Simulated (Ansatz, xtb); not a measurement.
# ClGeHOSi: 5 structures ranked

5 gas-phase structures of ClGeHOSi, found in a search over its isomers (lower ones may exist). Each was relaxed with GFN2-xTB; where two conformers were screened, the lower at r2SCAN-D4/def2-SVP is listed:

A. a singlet given by its coordinates
B. `Cl[Si@@H]1[O][Ge]1`, a singlet
C. `O=[SiH][Ge][Cl]`, a triplet
D. a singlet given by its coordinates
E. `O=[SiH][Ge][Cl]`, a singlet

D (Å):

```xyz
5

Cl    0.3319   -4.5057   -3.1540
Ge    1.4990   -0.8188   -2.5143
O     0.0741   -1.8130   -2.2459
Si   -0.8722   -3.1116   -2.2173
H     2.2079   -1.2505   -1.0516
```

Close contacts (Å): Cl1–Si4 2.07, Ge2–O3 1.76, O3–Si4 1.61, Ge2–H5 1.68.

A (Å):

```xyz
5

Cl   -0.4774    2.0010    1.1115
Ge   -0.0078    0.1225    2.1365
O     0.9181   -0.6332    0.8787
Si    1.7859   -0.9154   -0.4738
H     0.6850   -1.5350   -1.2692
```

Close contacts (Å): Cl1–Ge2 2.19, Ge2–O3 1.74, O3–Si4 1.63, Si4–H5 1.49.

Task: Estimate their order in r2SCAN-D4/def2-SVP energy at these geometries, lowest first.

Result: Calculated order at r2SCAN-D4/def2-SVP: B (0.0), D (4.9), A (5.8), E (29.4), C (42.9) kcal/mol. Less than 1 kcal/mol parts D and A, so the order within that pair means little.

Energies above the lowest of each column, in kcal/mol; the last columns are at B3LYP-D3(BJ)/def2-SVP geometries and were run for some of them only (a dash: not run or not comparable):

| structure | GFN2-xTB | HF/STO-3G | r2SCAN-D4/def2-SVP | B3LYP-D3(BJ)/def2-SVP | CCSD(T)/def2-TZVP |
| --- | --- | --- | --- | --- | --- |
| B | 24.8 | 16.8 | 0.0 | 4.3 | 0.0 |
| D | 14.7 | 5.4 | 4.9 | 0.0 | 1.1 |
| A | 0.0 | 0.0 | 5.8 | 4.1 | 6.5 |
| E | 7.3 | 64.0 | 29.4 | – | – |
| C | – | 59.0 | 42.9 | – | – |

CCSD(T)/def2-TZVP puts B lowest of those it was run on; GFN2-xTB picks A, HF/STO-3G picks A, B3LYP-D3(BJ)/def2-SVP picks D. Some further structures that were screened fall inside this span and aren't listed. Flexible structures stand in one conformer each, not always the lowest. Frequencies (B3LYP-D3(BJ)/def2-SVP) were run for A, B, D alone. GFN2-xTB has no spin polarisation and isn't compared across spin states. Open shells are spin-unrestricted, some with notable spin contamination.

Over these structures GFN2-xTB departs from r2SCAN-D4/def2-SVP by 15.6 kcal/mol on average once a common shift is removed. A GFN2-xTB relaxation took about 0.29 s and the r2SCAN-D4/def2-SVP energy about 1.4 s on a shared host (Ansatz 0.2.0, xtb 6.7.1).
